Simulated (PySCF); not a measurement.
C2H10OSi3, SMILES O=CC[SiH2][SiH2][SiH3].

Geometry: B3LYP-D3(BJ)/def2-SVP. This is a generated structure with no PubChem entry under its InChIKey; it may be hypothetical. The values are those of a single conformer.

The numbers are results of PBE0/def2-TZVP run with PySCF, not measurements.

The molecule is in vacuum.

Question: Estimate the frontier levels, gap, dipole moment. (The exact figures need the calculation; the answer reports its results.)

Answer: 
```yaml
highest_occupied_level: -7.42 eV
lowest_empty_level: -0.98 eV
orbital_gap: 6.45 eV
dipole_moment: 2.94 D
quadrupole, principal values (traceless, Buckingham form, about the centre of nuclear charge): -16.40, 5.71, 10.69 D·Å
```
